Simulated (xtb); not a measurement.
F2Mg (SMILES [F][Mg][F]), singlet, at a GFN2-xTB geometry (such geometries of metal compounds can be far from the true shape); GFN2-xTB in xtb 6.7.1.

Here is a job for xtb.
```
$ xtb mol.xyz --gfn 2 --hess --json

# file mol.xyz
3

Mg     0.40305854    -0.05533096    -0.13647722
F     -0.45725792     1.18552207    -0.93154954
F     -0.08015346    -1.11174745     1.11351917
```

Problem. Predict the main parts of the log of this xtb run.

Solution. 
```
   ID    Z sym.   atoms
    1   12 Mg     1
    2    9 F      2, 3

           -------------------------------------------------
          |                Calculation Setup                |
           -------------------------------------------------

           -------------------------------------------------
          |                 G F N 2 - x T B                 |
           -------------------------------------------------

          ...................................................
          :                      SETUP                      :
          :.................................................:
          :  # basis functions                  18          :
          :  # atomic orbitals                  17          :
          :  # shells                            7          :
          :  # electrons                        16          :
          :  max. iterations                   250          :
          :  Hamiltonian                  GFN2-xTB          :
          :  restarted?                      false          :
          :  GBSA solvation                  false          :
          :  PC potential                    false          :
          :  electronic temp.          300.0000000     K    :
          :  accuracy                    1.0000000          :
          :  -> integral cutoff          0.2500000E+02      :
          :  -> integral neglect         0.1000000E-07      :
          :  -> SCF convergence          0.1000000E-05 Eh   :
          :  -> wf. convergence          0.1000000E-03 e    :
          :  Broyden damping             0.4000000          :
          :  net charge                          0          :
          :  unpaired electrons                  0          :
          ...................................................

 iter      E             dE          RMSdq      gap      omega  full diag
   1     -9.0669910 -0.906699E+01  0.172E+01    0.92       0.0  T
   2     -9.7194030 -0.652412E+00  0.112E+01    9.56       1.0  T
   3    -10.0755129 -0.356110E+00  0.118E+01    3.75       1.0  T
   4     -9.8478803  0.227633E+00  0.154E+01    7.05       1.0  T
   5    -10.1208383 -0.272958E+00  0.111E+00    3.06       1.0  T
   6    -10.1089515  0.118869E-01  0.285E+00    2.27       1.0  T
   7    -10.0889519  0.199995E-01  0.489E+00    2.11       1.0  T
   8    -10.1278385 -0.388866E-01  0.161E-01    2.78       1.0  T
   9    -10.1279483 -0.109805E-03  0.190E-01    2.71       1.0  T
[...]
         :: total energy             -10.113961612077 Eh    ::
[...]
          :  scaling factor                  1.0000000      :
          :  rotor cutoff                   50.0000000 cm⁻¹ :
          :  imag. cutoff                  -20.0000000 cm⁻¹ :
          :.................................................:

    mode    ω/cm⁻¹     T·S(HO)/kcal·mol⁻¹    T·S(FR)/kcal·mol⁻¹   T·S(vib)
   ------------------------------------------------------------------------
       1     80.44    -1.15688 ( 87.01%)    -0.91476 ( 12.99%)    -1.12543
   ------------------------------------------------------------------------

   temp. (K)  partition function   enthalpy   heat capacity  entropy
                                   cal/mol     cal/K/mol   cal/K/mol   J/K/mol
 298.15  VIB   3.55                  701.093      3.949      4.763
         ROT  0.998E+04              888.752      2.981     21.281
         INT  0.354E+05             1589.845      6.930     26.044
         TR   0.476E+27             1481.254      4.968     38.290
         TOT                        3071.0991    11.8985    64.3338   269.1725

       T/K    H(0)-H(T)+PV         H(T)/Eh          T*S/Eh         G(T)/Eh
   ------------------------------------------------------------------------
    298.15    0.489411E-02    0.777230E-02    0.305671E-01   -0.227948E-01
   ------------------------------------------------------------------------

         :::::::::::::::::::::::::::::::::::::::::::::::::::::
         ::                  THERMODYNAMIC                  ::
         :::::::::::::::::::::::::::::::::::::::::::::::::::::
         :: total free energy         -10.136756367713 Eh   ::
         ::.................................................::
         :: total energy              -10.113961612076 Eh   ::
         :: zero point energy           0.002878192466 Eh   ::
         :: G(RRHO) w/o ZPVE           -0.025672948103 Eh   ::
         :: G(RRHO) contrib.           -0.022794755637 Eh   ::
         :::::::::::::::::::::::::::::::::::::::::::::::::::::

           -------------------------------------------------
          | TOTAL ENERGY              -10.113961612076 Eh   |
          | TOTAL ENTHALPY            -10.106189311609 Eh   |
          | TOTAL FREE ENERGY         -10.136756367713 Eh   |
          | GRADIENT NORM               0.000001046938 Eh/α |
          | HOMO-LUMO GAP               2.733466072923 eV   |
           -------------------------------------------------

normal termination of xtb
```
